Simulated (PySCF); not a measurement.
CH7GeNOSi, SMILES [SiH2]1N[CH2][Ge@H]1[OH].

Geometry: PBE0-D3(BJ)/def2-SVP. The structure was generated by enumeration; whether it is a known compound was not checked. One conformer was computed; it need not be the lowest.

Vertical ionisation energy (IE) and electron affinity (EA) in eV. Rows of orbital energies are one-electron estimates. Where ΔSCF, EOM or ADC give a negative EA the extra electron is unbound and the value depends on the basis.

```json
[
 {"level": "−ε(HOMO), −ε(LUMO), CAM-B3LYP/def2-TZVP (PySCF)", "IE": "8.15", "EA": "-0.78"},
 {"level": "−ε(HOMO), −ε(LUMO), PBE/def2-TZVP (PySCF)", "IE": "5.43", "EA": "0.99"}
]
```
